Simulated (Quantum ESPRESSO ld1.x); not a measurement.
Lu, 71 electrons, occupied as [Xe] 4f14 5d1 6s2. Method: Dirac Kohn-Sham, PBE, spin-unpolarised, spherical densities, point nucleus; open shells fill j = l - 1/2 first; computed with ld1.x of Quantum ESPRESSO 7.5.

X-ray form factor f0, the Fourier transform of the density (f0(0) = 71):

sin(theta)/lambda (1/angstrom),f0 (electrons)
0.05,69.740
0.1,66.825
0.15,63.446
0.2,60.012
0.25,56.569
0.3,53.165
0.4,46.797
0.5,41.306
0.6,36.670
0.8,29.342
1,23.998
1.25,19.540
1.5,16.776
2,13.270
